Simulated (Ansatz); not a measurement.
Ansatz (a first-principles code) input:

Ansatz 0.2 input:
```yaml
crystal:
  periodic: [false, false, false]
  atoms:
    - {symbol: Sn, position_ang: [-0.02231820, 0.02218151, -0.01021587]}
    - {symbol: H, position_ang: [0.26167273, -1.13672385, -1.25421430]}
    - {symbol: H, position_ang: [-0.60513251, -0.78890477, 1.39467242]}
    - {symbol: H, position_ang: [1.45936983, 0.81655287, 0.37033548]}
basis:
  gaussian:
    orbitals: def2-TZVP
hamiltonian:
  xc: {name: wB97X-V}
magnetization: {spin_polarized: true, initial_magnetization: 1}
relax: {f_tol: 0.003, max_steps: 100}
```

**Question.** What final total energy does it print?

**Answer.** -216.01838 Eh (wB97X-V/def2-TZVP). The basis has 68 functions.
